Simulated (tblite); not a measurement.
Species: C6H8BClF2.
Numbering: `[CH3:1][C@@H:2]1[C@@H:3]([Cl:4])[C@:5]12[CH2:6][C@@H:7]2[B:8]([F:9])[F:10]` (hydrogens: H11, H12, H13 on C1; H14 on C2; H15 on C3; H16, H17 on C6; H18 on C7)

Computed with GFN2-xTB (tblite), gas phase: L-BFGS steps from a force-field or distance-geometry start until the largest atomic force falls under 0.01 eV/Å.

Step 3: E = -874.3534 eV
```
atom  x, y, z in Å  |  force x, y, z in eV/Å
C1     -2.2170    0.6125    0.5841   -0.061   0.159   0.041
C2     -1.1042   -0.3396    0.3231    0.005   0.420  -0.301
C3     -0.2802   -0.7917    1.4103    0.119  -0.602  -0.019
Cl4     0.1311   -2.5062    1.4106    0.052  -0.233   0.361
C5      0.3631    0.2123    0.4078   -0.126  -0.680  -0.103
C6      1.8346   -0.1270    0.2346   -0.094   0.208   0.025
C7      1.0365   -0.2324   -0.9971   -0.011  -0.256   0.240
B8      1.2247    0.9301   -2.0202   -0.287  -0.694   0.313
F9      1.6281    0.6499   -3.2426   -0.033   0.309  -0.242
F10     1.0731    2.1976   -1.7028    0.131   0.001  -0.212
H11    -1.8787    1.3825    1.2675   -0.042   0.129   0.051
H12    -2.5472    1.0722   -0.3314   -0.195   0.178  -0.248
H13    -3.0329    0.0718    1.0449   -0.300  -0.062   0.011
H14    -1.2737   -1.1227   -0.4350   -0.030   0.722   0.040
H15    -0.4932   -0.3356    2.3750    0.484  -0.384   0.007
H16     2.5239    0.6802    0.3451    0.354   0.329   0.103
H17     2.1668   -1.0984    0.6217   -0.114   0.502   0.271
H18     0.8361   -1.2493   -1.3073    0.148  -0.047  -0.339
```

Step 4: E = -874.4516 eV
```
atom  x, y, z in Å  |  force x, y, z in eV/Å
C1     -2.2213    0.6172    0.5836   -0.185   0.159   0.021
C2     -1.1065   -0.3264    0.3218    0.132   0.376  -0.033
C3     -0.2839   -0.8097    1.4059    0.094  -0.361  -0.055
Cl4     0.1335   -2.5111    1.4226    0.022  -0.368   0.281
C5      0.3609    0.1920    0.4079    0.005  -0.641  -0.165
C6      1.8348   -0.1187    0.2324   -0.043   0.437   0.216
C7      1.0425   -0.2383   -0.9985   -0.184  -0.468   0.408
B8      1.2126    0.9065   -2.0075   -0.024   0.177  -0.417
F9      1.6265    0.6619   -3.2445   -0.165   0.166   0.073
F10     1.0791    2.1918   -1.7122    0.084  -0.324  -0.104
H11    -1.8800    1.3826    1.2661   -0.068   0.221   0.113
H12    -2.5518    1.0760   -0.3357   -0.170   0.150  -0.150
H13    -3.0381    0.0716    1.0436   -0.228  -0.001  -0.024
H14    -1.2734   -1.0992   -0.4311   -0.095   0.493  -0.229
H15    -0.4773   -0.3487    2.3715    0.432  -0.356   0.038
H16     2.5318    0.6854    0.3488    0.240   0.294   0.039
H17     2.1621   -1.0804    0.6295   -0.030   0.312   0.321
H18     0.8396   -1.2463   -1.3161    0.182  -0.265  -0.334
```

Step 5: E = -874.5927 eV
```
atom  x, y, z in Å  |  force x, y, z in eV/Å
C1     -2.2341    0.6292    0.5829   -0.257   0.203   0.056
C2     -1.1076   -0.2949    0.3217    0.084   0.170   0.326
C3     -0.2898   -0.8478    1.3962    0.064   0.111  -0.089
Cl4     0.1382   -2.5288    1.4498   -0.056  -0.595   0.114
C5      0.3579    0.1418    0.4045    0.242  -0.548  -0.265
C6      1.8354   -0.0928    0.2346    0.110   0.545   0.529
C7      1.0490   -0.2594   -0.9925   -0.353  -0.418   0.330
B8      1.1909    0.8715   -1.9953    0.313   1.055  -1.142
F9      1.6202    0.6853   -3.2472   -0.293  -0.179   0.315
F10     1.0913    2.1744   -1.7300   -0.056  -0.489   0.181
H11    -1.8842    1.3877    1.2664   -0.188   0.325   0.160
H12    -2.5634    1.0858   -0.3453   -0.114   0.087   0.060
H13    -3.0514    0.0718    1.0402   -0.082   0.119  -0.087
H14    -1.2754   -1.0476   -0.4308   -0.194   0.163  -0.607
H15    -0.4393   -0.3801    2.3658    0.330  -0.296   0.070
H16     2.5500    0.7006    0.3557    0.044   0.302  -0.086
H17     2.1533   -1.0421    0.6507    0.127   0.109   0.396
H18     0.8502   -1.2485   -1.3389    0.278  -0.661  -0.260
```

Step 6: E = -874.7210 eV
```
atom  x, y, z in Å  |  force x, y, z in eV/Å
C1     -2.2494    0.6447    0.5840   -0.208   0.221   0.104
C2     -1.1087   -0.2624    0.3249   -0.124  -0.153   0.471
C3     -0.2929   -0.8823    1.3864    0.042   0.392  -0.142
Cl4     0.1414   -2.5563    1.4776   -0.166  -0.671  -0.036
C5      0.3585    0.0842    0.3963    0.387  -0.392  -0.336
C6      1.8380   -0.0613    0.2459    0.171   0.427   0.515
C7      1.0492   -0.2836   -0.9828   -0.296  -0.219   0.041
B8      1.1741    0.8490   -1.9964    0.442   1.186  -1.130
F9      1.6112    0.7029   -3.2513   -0.310  -0.480   0.280
F10     1.1009    2.1562   -1.7422   -0.183  -0.393   0.420
H11    -1.8919    1.3984    1.2693   -0.324   0.381   0.169
H12    -2.5767    1.0969   -0.3538   -0.056   0.037   0.253
H13    -3.0662    0.0738    1.0358    0.048   0.231  -0.125
H14    -1.2806   -0.9948   -0.4407   -0.256   0.025  -0.725
H15    -0.3974   -0.4151    2.3619    0.240  -0.220   0.067
H16     2.5688    0.7216    0.3608   -0.132   0.332  -0.173
H17     2.1472   -1.0028    0.6778    0.290   0.020   0.438
H18     0.8654   -1.2628   -1.3652    0.437  -0.726  -0.088
```

Question: Estimate the geometry and energy of step 7. (The exact step hangs on the optimiser's Hessian estimate; all steps are aligned on step 6, rigid shifts and turns removed.)

Answer: E = -874.8776 eV, largest force 0.998 eV/Å
```
atom  x, y, z in Å  |  force x, y, z in eV/Å
C1     -2.2719    0.6707    0.5886   -0.011   0.174   0.166
C2     -1.1147   -0.2227    0.3338   -0.257  -0.614   0.398
C3     -0.2937   -0.9235    1.3712    0.020   0.441  -0.135
Cl4     0.1417   -2.6072    1.5147   -0.359  -0.526  -0.216
C5      0.3655   -0.0026    0.3775    0.188   0.038  -0.291
C6      1.8440   -0.0136    0.2700    0.153  -0.024   0.149
C7      1.0443   -0.3180   -0.9700    0.094   0.009  -0.479
B8      1.1577    0.8307   -2.0099    0.411   0.746  -0.520
F9      1.5952    0.7159   -3.2599   -0.242  -0.744   0.040
F10     1.1093    2.1319   -1.7486   -0.295  -0.100   0.622
H11    -1.9096    1.4214    1.2771   -0.483   0.399   0.150
H12    -2.5964    1.1135   -0.3615    0.020   0.005   0.447
H13    -3.0870    0.0807    1.0280    0.161   0.353  -0.122
H14    -1.2931   -0.9200   -0.4671   -0.311   0.001  -0.581
H15    -0.3351   -0.4672    2.3587    0.131  -0.110  -0.033
H16     2.5933    0.7595    0.3644   -0.402   0.341  -0.232
H17     2.1453   -0.9473    0.7238    0.514   0.041   0.400
H18     0.8963   -1.2959   -1.4024    0.670  -0.430   0.238
```

The energy changes by -0.1566 eV. The first-order estimate −F·Δx gives -0.2406 eV and the mean of the old and new forces, exact on a quadratic surface, -0.1511 eV. The step makes an angle of 67° with the force vector and moves no atom by more than 0.089 Å.

The cost below is that of the whole relaxation. The run took 0.76 s on one thread of an Arm Neoverse V2, no GPU, shared host with 96 logical CPUs at a one-minute load of 76.
